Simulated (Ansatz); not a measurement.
Q: Name a neutral molecule of C, F, N, Si and H with HOMO–LUMO gap (PBE/def2-TZVPP) between 4.55 and 4.85 eV and LUMO energy (B3LYP/def2-TZVPP) between -0.15 and 0.15 eV (Ansatz, PBE0-D4/def2-TZVP geometry).

A: `N/C(F)=C/[SiH3]` (4.72 eV, 0.02 eV); `C=C(F)N[SiH3]` (4.60 eV, 0.01 eV); `N=C1N[Si]1(N)F` (4.83 eV, -0.07 eV). Other molecules can fit too; these were computed, each in one conformer that needn't be the lowest.

B3LYP here is the variant with VWN-RPA as its local correlation; programs differ in this.
